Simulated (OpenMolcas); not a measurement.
# Levels of Ar⁺ by method

```yaml
Program: OpenMolcas
Basis: ANO-R2 [5s4p3d1f]
Scalar_Hamiltonian: X2C, finite nucleus
Active_space: 7 electrons in 4 orbitals (3s 3p)
State_averaging: 2S+1 = 2 odd, 3 roots; 2S+1 = 2 even, 1 root
Spin-orbit_coupling: state interaction with AMFI integrals over the reference wave functions, term energies averaged over their components
```

Methods on the same reference wave functions:
A. CASSCF
B. SS-CASPT2, IPEA 0.25 Eh, imaginary shift 0.1 Eh (closed shells correlated: 2s 2p)

Energies in cm-1 above 3s2 3p5 2P* 3/2, the measured ground level; measured values from NIST Handbook of Basic Atomic Spectroscopic Data.

```json
{"Level": "3s2 3p5 2P* 3/2", "A": "0.0", "B": "0.0", "Measured": "0.0"}
{"Level": "3s2 3p5 2P* 1/2", "A": "1342", "B": "1342", "Measured": "1432"}
{"Level": "3s 3p6 2S 1/2", "A": "151022", "B": "125702", "Measured": "108722"}
```

Deviations, from unrounded energies. A percentage is the sum of absolute deviations over the sum of measured energies, with the sign that they share, or ± where signs differ.

```json
{"Against measurement": "mean absolute deviation (cm-1)", "Levels": "2", "A": "21000", "B": "8500"}
{"Against measurement": "fine structure of the ground term (%)", "Levels": "1", "A": "-6.2", "B": "-6.2"}
{"Against measurement": "other configurations (%)", "Levels": "1", "A": "+38.9", "B": "+15.6"}
```

B lies closest to measurement on these levels. The largest miss of B in the table is 3s 3p6 2S 1/2, by +17000 cm-1. The ranking rests on the paired levels alone, and a cruder setting can come out closer through cancelling errors.

The lowest spin-free term lies below A's lowest term by 0.369 hartree in B.

Over all roots computed the reference weight is 0.86 to 0.94 in B; the roots of lowest weight are the least certain, and an intruder state may touch them. Without dynamic correlation excited terms often stand tens of per cent too high (terms of higher spin than the ground term too low), and those without a measured partner can miss by more than the paired ones (holds for A). Measured partners are found by configuration, term and J. A level has none where our copy of the source lacks it or the pairing is in doubt (some pairs that miss far off the trend of their configuration count as doubtful), and it then counts in no deviation. Levels of configurations outside the active space are missing.

* marks odd parity.
